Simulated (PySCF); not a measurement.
**Identify the compound**

The spectra below were simulated for a compound C7H7F.

1H NMR (500 MHz, computed): δ 6.83 (m, 1H), 6.63 (m, 1H), 6.51 (m, 1H), 6.26 (m, 1H), 6.01 (m, 1H), 5.80 (m, 1H), 5.59 (m, 1H).

13C{1H} NMR (computed): δ 156.6, 143.2, 140.9, 138.1, 137.5, 124.2, 98.9.

[PySCF 2.14: GIAO PBE0/pcSseg-1 shieldings; geometry from GFN2-xTB; non-relativistic Hamiltonian; isolated molecule; a single conformation]

References, each an isolated molecule treated in the same way: 1H (σ = 31.72 ppm) and 13C (σ = 186.93 ppm) vs TMS.

**Question.** Which candidate is it?
A. C=CC1=CC=C[C@@H]1F
B. CC#C[C@@]1(F)C=CC1
C. C#C[C@@H]1C[C@]12C[C@@H]2F

**Answer.** A. 

Rings plus π bonds: 4 (1 ring in the answer). 7 carbon signals for 7 carbons: no two carbons are equivalent. Carbon types of the structure: 1 × C, 5 × CH, 1 × CH2, which accounts for all hydrogens. δC 156.6: fully substituted alkene carbon; an sp2 carbon of a C=C bond. δC 143.2, 140.9, 138.1, 137.5: alkene CH; as expected for a trigonal carbon in a double bond. δC 124.2: terminal =CH2 carbon; an sp2 carbon of a C=C bond. δC 98.9: allylic sp3 CH bonded to F; deshielded by the electronegative neighbour. δH 6.83, 6.63, 6.51, 6.26: hydrogen on an alkene CH; attached to an sp2 carbon and in the plane of the double bond.

The others: CC#C[C@@]1(F)C=CC1 would give 5 signals for carbon-bound and other non-exchanging H, not 7; C#C[C@@H]1C[C@]12C[C@@H]2F has carbons computed at 90.0, 79.0, 72.9, 23.7, 20.2, 14.8, 10.1, with a different DEPT pattern.

Splittings by 19F in the carbon and heteronuclear signals aren't shown, as no couplings were computed. Shifts are as computed. Against solution values, carbons near 30 ppm lie about +3 ppm off and those near 130 ppm about +5 ppm. Of 1211 compounds with measured shifts, 218 miss one by over three times the rms of a fit or turn the order of signals round; such compounds aren't used in these exercises. Multiplicities follow the n + 1 count of equivalent neighbours, as no J values were calculated; m marks all less simple cases, F and P coupling included.
